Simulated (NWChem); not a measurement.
System: BH₂OI; SMILES OBI

```xyz
5

B     -0.5821     1.4880     0.0000
H     -1.7614     1.7172     0.0000
I      0.0631    -0.5666     0.0000
O      0.2951     2.4930     0.0000
H      1.2210     2.2204     0.0000
```
Atoms are numbered in this order, from 1.

Level: PBE0/def2-SVP with def2 effective core potentials on I (NWChem), optimised geometry, unscaled harmonic frequencies. def2 effective core potentials on I; no spin-orbit coupling.

Q: List the harmonic frequencies with IR intensities, and the thermochemistry.

A: 
```
frequency (cm⁻¹)  IR intensity (km/mol)
----------------  ---------------------
289                                10.0
555                                32.0
622                               121.3
828                                 2.1
978                                79.0
1126                              303.7
1380                              346.2
2691                               89.1
3871                               92.4
```

```
Quantity                                                                           Result
-----------------------------------------------------------------------  ----------------
zero-point energy                                                           17.6 kcal/mol
thermal correction to the enthalpy at 298.15 K (with zero-point energy)     20.6 kcal/mol
heat capacity Cv                                                         11.1 cal/(mol K)
entropy at 298.15 K and 1 atm (symmetry number 1)                        68.0 cal/(mol K)
```

Rigid rotor and harmonic oscillator.
